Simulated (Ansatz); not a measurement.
Abridged output of a molecular run in Ansatz:

```
Functional definition: HF
1884 factors; integrals over basis functions are off by at most 1.2e-3 eV
mean field evaluation 1: about -22082.4977 eV, gradient 5.5e1 eV
mean field evaluation 2: about -22082.8193 eV, gradient 5.5e1 eV
mean field evaluation 4: about -22088.8515 eV, gradient 4.4e0 eV
mean field evaluation 8: about -22088.9307 eV, gradient 2.9e-1 eV
mean field -22088.93097767 eV, -811.7532410141 hartree, gradient 2.1e-6 eV, S^2 0.000000; 0 other end points of the search recorded, 0 dependent functions left out
14 core orbitals not correlated: weight in the atoms' cores, before any rotation towards them, 1.000 or more for the frozen orbitals, at most 0.000 for the correlated occupied ones
reference -22088.93097767 eV, -811.7532410141 hartree; 18, 18 occupied and 288, 288 virtual orbitals, 1884 factors
second order -27.81765257 eV of doubles, -0.00000000 eV of singles
cycle   1  -28.40175652 eV  change   -5.8e-1 eV  update   1.1e-1
cycle   2  -29.11837767 eV  change   -7.2e-1 eV  update   3.3e-2
cycle   3  -29.27231285 eV  change   -1.5e-1 eV  update   1.7e-2
cycle   4  -29.25377182 eV  change    1.9e-2 eV  update   3.6e-3
cycle   5  -29.25288871 eV  change    8.8e-4 eV  update   1.5e-3
cycle   6  -29.25358536 eV  change   -7.0e-4 eV  update   4.2e-4
cycle   7  -29.25328243 eV  change    3.0e-4 eV  update   1.4e-4
cycle   8  -29.25322447 eV  change    5.8e-5 eV  update   4.3e-5
cycle   9  -29.25324118 eV  change   -1.7e-5 eV  update   1.9e-5
perturbative correction -1.03173284 eV, -0.0379154824 hartree
Total energy: -22119.21595168 eV, -812.8661932813 hartree
```

Its atoms:

```xyz
14

N     0.3948    2.4972    0.1529
B     0.1762    1.1136    0.0682
O     0.0923    0.3870    1.2308
Si    0.1862   -1.1589    1.7548
O     0.0548    0.5403   -1.1741
Si   -0.5003   -0.8278   -1.8765
H     0.5096    2.9689    1.0304
H     0.4471    3.0823   -0.6598
H     1.0038   -1.1779    2.9930
H     0.8304   -2.0272    0.7319
H    -1.1719   -1.6787    2.0526
H    -1.2596   -0.4469   -3.0931
H    -1.4005   -1.5704   -0.9526
H     0.6372   -1.7016   -2.2586
```

**Question.** Which basis set was used?
A. def2-QZVPP
B. def2-TZVPP
C. def2-TZVPPD
D. cc-pV(Q+d)Z

**Answer.** B. It gives 320 functions.

**Question.** Write the keys of the input that set method, charge and spin (a neutral closed shell needs none for the last two).

**Answer.** 
```yaml
correlation: {method: ccsd_t}
```
